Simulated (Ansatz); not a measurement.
Species: CH$_{4}$N, SMILES `[CH2]N` (H–C–N–H torsion 172°) (charge 0, multiplicity 2).

### Question
Give a relaxed geometry from PBE0-D4/def2-TZVP run with Ansatz (a quantum-chemistry and plane-wave program).

### Answer
This is not unique; one that fits is the end point of this relaxation, one of several conformers (outside a Z-matrix the atoms follow the SMILES, hydrogens last).
Bonds (Å): C1–N2 1.386, C1–H3 1.082, C1–H4 1.082, N2–H5 1.008, N2–H6 1.008. Bond angles (°): N2–C1–H3 116.8, N2–C1–H4 116.8, H3–C1–H4 118.6, C1–N2–H5 115.5, C1–N2–H6 115.5, H5–N2–H6 111.4.
